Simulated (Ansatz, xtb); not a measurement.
Pulling on the As1–H2 bond in AsH3 (SMILES [AsH3]) (multiplicity 1 held, fragments rigid). Energies count from the point at 1.525 Å.
Geometry at that point (charge 0, multiplicity 1):
```csv
atom,x (Å),y (Å),z (Å)
As,0.0004,0.0004,0.0708
H,-0.2814,1.2323,-0.7831
H,-0.9371,-0.8619,-0.7681
H,1.2044,-0.3827,-0.7836
```

R- and RO- levels are restricted; in cc, def2 and unpolarised 6-31G sets they are followed outwards from rest. Active spaces are followed from a long bond inwards. Levels need not reach the same state.

Cores are frozen in the correlated methods. Filled d and f shells under p-block atoms count as core.

Programs: Ansatz (a first-principles code); xtb for the GFN methods.  The GFN methods have no spin term and hold the electronic entropy of 300 K.

Energies in kJ/mol.

```tsv
R (Å)	GFN2-xTB	R-r2SCAN/cc-pVTZ	FIC-MRCISD on CASSCF(2,2)/cc-pVTZ	FIC-MRCISD+Q on CASSCF(2,2)/cc-pVTZ
1.220	107	127	133	133
1.373	(withheld)	23	26	25
1.525	0	0	0	0
1.678	16	17	16	16
1.830	(withheld)	53	51	51
2.059	91	121	115	116
2.288	144	189	175	177
2.669	(withheld)	285	251	253
3.050	290	357	292	294
3.508	341	416	312	315
4.118	375	460	319	322
4.881	386	486	321	324
```

Question: Some entries are withheld; supply them.

Answer: 
- 1.373, GFN2-xTB: 13
- 1.830, GFN2-xTB: 42
- 2.669, GFN2-xTB: 226

Doubts at one or more of the structures used: a restricted determinant that unrestricted orbitals would lower (R-r2SCAN/cc-pVTZ).
